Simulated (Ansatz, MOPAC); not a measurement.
Species: H$_{2}$SeF, charge 1, multiplicity 1. SMILES: F[SeH2+]

Atoms: Se1, H2, F3, H4. Bonds: Se1-H2, Se1-F3, Se1-H4.

Bond lengths (Å) and angles (degrees) optimised at PM6 with MOPAC; MNDO with MOPAC; HF/STO-3G with Ansatz (an electronic-structure program); HF/3-21G with Ansatz; HF/6-31G* with LANL2DZ past Ar with Ansatz; MP2/6-31G* with LANL2DZ past Ar with Ansatz, each started from the B3LYP-D3(BJ)/def2-TZVP structure (Ansatz) of the last column. A row stands for all coordinates that are equal there. 6-31G* holds six Cartesian d functions. No wavenumbers were computed at MNDO, HF/STO-3G, MP2/6-31G* with LANL2DZ past Ar, so these may be saddle points.

| coordinate | PM6 | MNDO | HF/STO-3G | HF/3-21G | HF/6-31G* with LANL2DZ past Ar | MP2/6-31G* with LANL2DZ past Ar | B3LYP-D3(BJ)/def2-TZVP |
|---|---|---|---|---|---|---|---|
| Se1-H2 | 1.481 | 1.298 | 1.481 | 1.470 | 1.466 | 1.488 | 1.493 |
| Se1-F3 | 1.736 | 1.593 | 1.777 | 1.707 | 1.682 | 1.718 | 1.703 |
| H2-Se1-F3 | 94.9 | 103.7 | 97.3 | 97.5 | 95.7 | 95.8 | 96.1 |
| H2-Se1-H4 | 90.5 | 98.6 | 95.7 | 95.8 | 96.2 | 94.6 | 91.7 |

Mean signed difference of all 3 bond lengths from B3LYP-D3(BJ)/def2-TZVP: PM6 0.003 Å, MNDO -0.167 Å, HF/STO-3G 0.016 Å, HF/3-21G -0.014 Å, HF/6-31G* with LANL2DZ past Ar -0.025 Å, MP2/6-31G* with LANL2DZ past Ar 0.001 Å.
